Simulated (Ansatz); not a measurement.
Reaction (SMILES): [Cl][Al][Cl] → [Al][Cl] + Cl atom (the Al-Cl bond at the site shown breaks; other sites are not compared here)
Structures are relaxed separately at B3LYP-D3(BJ)/def2-TZVP in Ansatz (an electronic-structure program).

Property: bond dissociation energy (electronic energy difference), in kcal/mol. Correlated levels leave the core frozen unless marked. Open shells are spin-unrestricted. Spin-orbit coupling is left out. Non-relativistic. CBS(X,Y): correlation extrapolated as X^-3; Hartree-Fock from the larger set.

| level | program | bond dissociation energy (kcal/mol) |
|---|---|---|
| HF/STO-3G | Ansatz | 70.4 |

Problem. Estimate the value at CCSD(T)/CBS(cc-pV(T+d)Z,cc-pV(Q+d)Z) as computed with Ansatz.

Solution. 72.5 kcal/mol, so HF/STO-3G differs from it by -2.1 kcal/mol.
